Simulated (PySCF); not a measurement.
## Te³⁹⁺ (tellurium, charge +39) across methods

[Ne] 3s2 3p1, 2P determinant. Calculation: PySCF 2.14, in an even-tempered Gaussian basis (18 s from 6.6 bohr⁻², ratio 2.5; 12 p from 8.6 bohr⁻², ratio 2.5; 4 d from 35 bohr⁻², ratio 2.7; 4 f from 52 bohr⁻², ratio 2.7); the spin-free X2C one-electron Hamiltonian (Gaussian nucleus).

| method | E (hartree) | mean ε 3s α (eV) | mean ε 3s β (eV) | mean ε 3p α (eV) | Σ⟨r²⟩ (bohr²) | ⟨S²⟩ |
| --- | --- | --- | --- | --- | --- | --- |
| PW91 | -5451.22 | -2849.1 | -2840.3 | -2705.3 | 0.3860 | 0.750 |
| UHF | -5450.17441 | -2887.5 | -2868.8 | -2742.1 | 0.3865 | 0.751 |
| revPBE | -5451.07 | -2848.7 | -2839.4 | -2704.9 | 0.3861 | 0.750 |
| PBE0 | -5450.68 | -2858.7 | -2847.4 | -2714.4 | 0.3862 | 0.750 |
| LDA | -5444.53 | -2847.0 | -2838.7 | -2702.9 | 0.3863 | 0.750 |
| r2SCAN | -5450.88 | -2851.0 | -2839.9 | -2707.1 | 0.3864 | 0.751 |

Question: Estimate the same row for PBE.

Answer: E (hartree) = -5450.67; mean ε 3s α (eV) = -2848.6; mean ε 3s β (eV) = -2839.7; mean ε 3p α (eV) = -2704.8; Σ⟨r²⟩ (bohr²) = 0.3861; ⟨S²⟩ = 0.750.

Spin-orbit coupling, absent here, splits the open shell strongly.
